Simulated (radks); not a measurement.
Results of a calculation; reference values are marked as such.
Effect of the nuclear size on the phosphorus ion P+, [Ne] 3s2 3p2. Level of theory: Dirac Kohn-Sham, PBE, spin-unpolarised, spherical densities, finite nucleus; open shells fill j = l - 1/2 first; Fermi nuclear charge, rms radius 3.1889 fm (a radial shooting solver on a logarithmic mesh with Libxc functionals). The rms radius is varied about that value; shifts are against it.

rms radius (fm),total energy shift (eV),density at nucleus (e/bohr^3),1s1/2 shift (meV),2s1/2 shift (meV)
2.6946,-0.00212,2396,-0.884,-0.059
2.921,-0.00119,2393,-0.497,-0.033
3.1889,0,2390,0.000,0.000
3.3707,0.000867,2388,0.362,0.024
3.6003,0.00203,2385,0.847,0.057

Slopes of the eigenvalues against <r^2> in GHz/fm^2, as finite differences over the two radii next to the reference (eigenvalue slopes, not the field-shift constants of lines): 1s1/2 73.4, 2s1/2 4.92.
